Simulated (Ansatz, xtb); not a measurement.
## C6H12Si: 9 structures ranked

9 gas-phase structures of C6H12Si, from a drawn sample of its isomers (lower ones may exist). Each was relaxed with GFN2-xTB; where two conformers were screened, the lower at r2SCAN-D4/def2-SVP//GFN2-xTB is listed:

A. `C[C@]12C[C@H](C1)[C@@H]2[SiH3]`, a singlet
B. `CC1=CC[Si@H](C)C1`, a singlet
C. `C=C(C)[SiH2]C1CC1`, a singlet
D. `C[SiH2][C@H]1[C@H]2C[C@@H]1C2`, a singlet
E. `C=CC(=C)CC[SiH3]`, a singlet
F. `CC[C@H](C)C#C[SiH3]`, a singlet
G. `C[SiH2][C@@H]1CC12CC2`, a singlet
H. `CC#CC[SiH2]CC`, a singlet
I. `C=C1CC[C@@H]1C[SiH3]`, a singlet

**Question.** Which do you expect lowest at r2SCAN-D4/def2-SVP//GFN2-xTB, and how would the others follow?

**Answer.** Calculated order at r2SCAN-D4/def2-SVP//GFN2-xTB: B (0.0), E (36.6), C (36.6), H (40.2), G (41.0), I (41.5), F (41.5), D (54.2), A (57.4) kcal/mol. Less than 1 kcal/mol parts E and C; H and G; G and I; I and F, so the order within those pairs means little.

Energies above the lowest of each column, in kcal/mol; the last columns are at r2SCAN-D4/def2-SVP geometries and were run for some of them only (a dash: not run or not comparable):

```
structure  GFN2-xTB  HF/STO-3G  r2SCAN-D4/def2-SVP//GFN2-xTB  r2SCAN-D4/def2-SVP  CCSD(T)/def2-SVP + ΔMP2/def2-TZVPP
        B       0.0        0.0                           0.0                 0.0                                 0.0
        E      18.6       67.8                          36.6                36.6                                34.0
        C      22.3       55.2                          36.6                36.6                                35.7
        H      24.3       47.7                          40.2                   –                                   –
        G      19.4       51.9                          41.0                   –                                   –
        I       6.9       46.0                          41.5                   –                                   –
        F      14.5       50.0                          41.5                   –                                   –
        D      27.5       51.5                          54.2                   –                                   –
        A      17.4       56.3                          57.4                   –                                   –
```

Every level run on B puts it lowest or level with the lowest. Flexible structures stand in one conformer each, not always the lowest. Frequencies (GFN2-xTB) were run for B, C, E alone. ΔMP2 is the change of the MP2 energy from the smaller to the larger basis.

Over these structures GFN2-xTB departs from r2SCAN-D4/def2-SVP//GFN2-xTB by 8.9 kcal/mol on average once a common shift is removed. A GFN2-xTB relaxation took about 0.087 s and the r2SCAN-D4/def2-SVP//GFN2-xTB energy about 2.6 s on a shared host (Ansatz 0.2.0, xtb 6.7.1).
